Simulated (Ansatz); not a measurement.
CH2OSe2 (`OC1[Se][Se]1`), relaxed with RKS PBE-D4/def2-SVP in Ansatz from a rough embedded geometry. The force threshold is 0.03 eV/Å; the program also tests the step.

Total charge 0; spin multiplicity 1.

Start:

```xyz
6

O     0.530    0.501   -0.956
C     0.148   -0.147    0.211
Se   -0.557   -1.837   -0.220
Se   -1.694    0.110    0.527
H     0.707    1.490   -0.626
H     0.865   -0.117    1.063
```

```csv
step,energy (eV),largest force (eV/Å),largest move (Å)
1,-133773.6652,2.510,0.000
2,-133774.0401,1.418,0.128
3,-133774.0940,0.755,0.062
4,-133774.1009,0.609,0.067
5,-133774.1115,0.190,0.026
6 (rejected),-133774.1102,0.193,0.032
7,-133774.1137,0.038,0.015
8,-133774.1138,0.006,0.011
```

End:

```xyz
6

O     0.557    0.596   -0.965
C     0.131   -0.096    0.132
Se   -0.575   -1.879   -0.211
Se   -1.816   -0.032    0.673
H     0.926    1.448   -0.660
H     0.777   -0.038    1.030
```

Run time 8 s (4 threads of an Arm Neoverse V2 on a shared host); peak host memory 0.16 GiB.
